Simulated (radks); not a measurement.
Task: The rubidium ion Rb25+, configuration [Ne] 3s2 (the NIST ground configuration). All-electron calculation, non-relativistic Kohn-Sham, PBE, spin-polarised, spherical densities, point nucleus; relativity is left out, which matters for an element this heavy. Program: a radial shooting solver on a logarithmic mesh with Libxc functionals. Some entries of the table are withheld. Estimate them.

| orbital | occ. | eigenvalue (eV) | <1/r> (bohr^-1) |
|---|---|---|---|
| 1s | 2 | -15941.69 | (1) |
| 2s | 2 | (2) | 8.273 |
| 2p | 6 | -2914.915 | 8.236 |
| 3s | 2 | -1198.873 | (3) |

Result: 
(1) 1s <1/r> (bohr^-1): 36.50
(2) 2s eigenvalue (eV): -3080.084
(3) 3s <1/r> (bohr^-1): 3.333
